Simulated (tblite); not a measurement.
Compound: C₄H₁₂F₂OSi₂.
Atom-mapped SMILES: `[CH3:1][Si:2]([CH2:3][F:4])([CH2:5][F:6])[O:7][CH2:8][SiH3:9]` (hydrogens: H10, H11, H12 on C1; H13, H14 on C3; H15, H16 on C5; H17, H18 on C8; H19, H20, H21 on Si9)

Computed with GFN2-xTB (tblite), gas phase: L-BFGS steps from a force-field or distance-geometry start until the largest atomic force falls under 0.01 eV/Å.

The end geometry, which sets the zero of energy:
```
atom  x, y, z in Å
C1     -1.1597   -2.0812   -0.5358
Si2    -0.8296   -0.3181    0.0989
C3     -1.5475    0.9285   -1.1879
F4     -0.8676    0.8028   -2.3911
C5     -1.6692    0.0035    1.7874
F6     -3.0420   -0.0628    1.6378
O7      0.7193    0.0174    0.4401
C8      1.8497    0.0303   -0.4285
Si9     3.1081    1.2143    0.3759
H10    -0.6156   -2.8184    0.0498
H11    -2.2152   -2.3316   -0.4802
H12    -0.8516   -2.1913   -1.5729
H13    -1.4258    1.9720   -0.8845
H14    -2.6007    0.7560   -1.4159
H15    -1.4069   -0.7488    2.5320
H16    -1.4516    0.9895    2.2009
H17     1.5464    0.3504   -1.4262
H18     2.2268   -0.9914   -0.5193
H19     2.4918    2.5365    0.4791
H20     4.3052    1.2623   -0.4665
H21     3.4269    0.6973    1.7063
```

Problem. These geometries come from the run, each turned onto the end geometry. Order them by energy, lowest first.
A.
```
atom  x, y, z in Å
C1     -1.1810   -2.0818   -0.5523
Si2    -0.8177   -0.3295    0.0977
C3     -1.5453    0.9192   -1.1824
F4     -1.0229    0.6603   -2.4410
C5     -1.6615   -0.0051    1.7842
F6     -3.0161   -0.2604    1.6588
O7      0.7291    0.0233    0.4371
C8      1.8579    0.0664   -0.4306
Si9     3.1248    1.2236    0.4000
H10    -0.6674   -2.8473    0.0254
H11    -2.2458   -2.2948   -0.5023
H12    -0.8769   -2.1855   -1.5919
H13    -1.2770    1.9557   -0.9581
H14    -2.6293    0.8489   -1.2880
H15    -1.2962   -0.6672    2.5729
H16    -1.5696    1.0265    2.1338
H17     1.5542    0.4192   -1.4166
H18     2.2382   -0.9496   -0.5586
H19     2.5729    2.5787    0.4416
H20     4.3609    1.1909   -0.3854
H21     3.3601    0.7258    1.7550
```
B.
```
atom  x, y, z in Å
C1     -1.1595   -2.0438   -0.5530
Si2    -0.8627   -0.2799    0.0912
C3     -1.5663    0.9628   -1.2114
F4     -0.7848    0.9101   -2.3562
C5     -1.7049    0.0575    1.7813
F6     -2.7457   -0.8340    1.9664
O7      0.6851    0.0729    0.4198
C8      1.8213    0.0444   -0.4392
Si9     3.1528    1.1098    0.4095
H10    -0.4818   -2.7500   -0.0791
H11    -2.1718   -2.3782   -0.3462
H12    -1.0048   -2.1070   -1.6279
H13    -1.5213    1.9973   -0.8613
H14    -2.5861    0.7489   -1.5346
H15    -1.0241   -0.0819    2.6258
H16    -2.1511    1.0540    1.8518
H17     1.5474    0.4222   -1.4241
H18     2.1312   -0.9946   -0.5668
H19     2.6448    2.4794    0.4915
H20     4.3788    1.0463   -0.3892
H21     3.3948    0.5808    1.7515
```
C.
```
atom  x, y, z in Å
C1     -1.0733   -2.0361   -0.4640
Si2    -0.8855   -0.2184    0.0623
C3     -1.6875    0.8856   -1.3098
F4     -0.8872    0.8606   -2.4413
C5     -1.7325    0.1526    1.7428
F6     -1.9641   -1.0193    2.4358
O7      0.6376    0.2554    0.3480
C8      1.7650    0.2528   -0.5246
Si9     3.2211    0.9166    0.5087
H10    -0.4945   -2.6879    0.1857
H11    -2.1081   -2.3632   -0.4136
H12    -0.7229   -2.1864   -1.4831
H13    -1.7677    1.9375   -1.0232
H14    -2.6705    0.5394   -1.6341
H15    -1.1170    0.7738    2.3952
H16    -2.7092    0.6256    1.6229
H17     1.5412    0.8710   -1.3958
H18     1.9385   -0.7628   -0.8880
H19     2.8823    2.2614    0.9750
H20     4.4076    0.9335   -0.3499
H21     3.4178    0.0253    1.6506
```
D.
```
atom  x, y, z in Å
C1     -1.2034   -2.0744   -0.5602
Si2    -0.8422   -0.3155    0.0732
C3     -1.5534    0.9446   -1.2086
F4     -0.9205    0.7681   -2.4320
C5     -1.6331    0.0238    1.7839
F6     -2.8998   -0.5307    1.8422
O7      0.7087    0.0192    0.4054
C8      1.8518    0.0540   -0.4430
Si9     3.1132    1.1829    0.4314
H10    -0.6016   -2.8161   -0.0392
H11    -2.2463   -2.3443   -0.4161
H12    -0.9847   -2.1592   -1.6225
H13    -1.3843    1.9919   -0.9355
H14    -2.6208    0.8068   -1.3966
H15    -1.0580   -0.4332    2.5925
H16    -1.7582    1.0885    2.0020
H17     1.5718    0.4210   -1.4309
H18     2.2186   -0.9668   -0.5716
H19     2.5963    2.5516    0.4304
H20     4.3775    1.1170   -0.3041
H21     3.2596    0.6880    1.7986
```
E.
```
atom  x, y, z in Å
C1     -0.9915   -2.0945   -0.3564
Si2    -0.8856   -0.2722    0.1745
C3     -1.4140    0.9170   -1.2472
F4     -0.8670    0.4726   -2.4391
C5     -2.0055   -0.0104    1.7133
F6     -1.9719   -1.1216    2.5311
O7      0.6289    0.2024    0.5388
C8      1.6016    0.4895   -0.4617
Si9     3.2639    0.9238    0.3444
H10    -0.5666   -2.7499    0.4031
H11    -2.0249   -2.3970   -0.5019
H12    -0.4530   -2.2817   -1.2830
H13    -0.9963    1.9174   -1.1054
H14    -2.4816    1.0144   -1.4312
H15    -1.7442    0.8306    2.3567
H16    -3.0491    0.0970    1.4056
H17     1.2556    1.3270   -1.0722
H18     1.6899   -0.3686   -1.1288
H19     3.1938    2.2950    0.8408
H20     4.2757    0.8400   -0.7083
H21     3.5331   -0.0137    1.4264
```

Solution. A (0.008 eV), D (0.017 eV), B (0.039 eV), C (0.069 eV), E (0.197 eV).

In the order of the answer:

```json
{"step": "216", "E above end (eV)": "0.008", "largest force (eV/Å)": "0.08", "rms force component (eV/Å)": "0.024", "rms distance from end (Å)": "0.105", "rms bond change (Å)": "0.001", "bond most changed (Å)": "C5–H15 +0.002"}
{"step": "192", "E above end (eV)": "0.017", "largest force (eV/Å)": "0.08", "rms force component (eV/Å)": "0.025", "rms distance from end (Å)": "0.198", "rms bond change (Å)": "0.001", "bond most changed (Å)": "Si2–C3 +0.003"}
{"step": "177", "E above end (eV)": "0.039", "largest force (eV/Å)": "0.10", "rms force component (eV/Å)": "0.025", "rms distance from end (Å)": "0.330", "rms bond change (Å)": "0.002", "bond most changed (Å)": "Si2–C5 +0.005"}
{"step": "140", "E above end (eV)": "0.069", "largest force (eV/Å)": "0.03", "rms force component (eV/Å)": "0.011", "rms distance from end (Å)": "0.672", "rms bond change (Å)": "0.002", "bond most changed (Å)": "Si2–C5 +0.005"}
{"step": "15", "E above end (eV)": "0.197", "largest force (eV/Å)": "0.21", "rms force component (eV/Å)": "0.062", "rms distance from end (Å)": "0.843", "rms bond change (Å)": "0.004", "bond most changed (Å)": "Si2–C5 +0.008"}
```

The cost below is that of the whole relaxation. The run took 3.8 s of wall time on an Arm Neoverse N1 with one thread, no GPU (shared host).
